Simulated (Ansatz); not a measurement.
Start from `[OH][Hf]([OH])([OH])[F]` and change one atom or group to get `[OH][Hf]([OH])([OH])[Br]`.

Ansatz, PBE0-D4/def2-TZVP geometries, multiplicity 1. Each molecule was computed in one conformer, which needn't be the lowest.

Elements past krypton have def2 core potentials. Scalar relativity is left out up to krypton.

```csv
property,`[OH][Hf]([OH])([OH])[F]`
HOMO energy (PBE0/def2-TZVPP) / eV,-8.99
HOMO–LUMO gap (ωB97M-V/def2-TZVPP) / eV,12.41
LUMO energy (PBE0/def2-TZVPP) / eV,-0.16
HOMO energy (B3LYP/def2-TZVPP) / eV,-8.72
HOMO–LUMO gap (PBE/def2-TZVPP) / eV,6.42
"ideal-gas entropy at 298 K and 1 bar (rigid rotor, harmonic PBE0-D4/def2-TZVP) / J/(mol·K)",393
```

(1) Give the same properties after the change, and the shifts. (Best estimate.)

Results:

(1) Ansatz gave: 
```tsv
property	`[OH][Hf]([OH])([OH])[Br]`	shift
HOMO energy (PBE0/def2-TZVPP) / eV	-8.02	0.97
HOMO–LUMO gap (ωB97M-V/def2-TZVPP) / eV	11.22	-1.19
LUMO energy (PBE0/def2-TZVPP) / eV	-0.18	-0.02
HOMO energy (B3LYP/def2-TZVPP) / eV	-7.74	0.98
HOMO–LUMO gap (PBE/def2-TZVPP) / eV	5.82	-0.60
ideal-gas entropy at 298 K and 1 bar (rigid rotor, harmonic PBE0-D4/def2-TZVP) / J/(mol·K)	411	18
```

B3LYP here is the variant with VWN-RPA as its local correlation; programs differ in this.

Spin–orbit coupling is left out; it splits and shifts lone-pair levels of the heavy atoms by tenths of an eV.
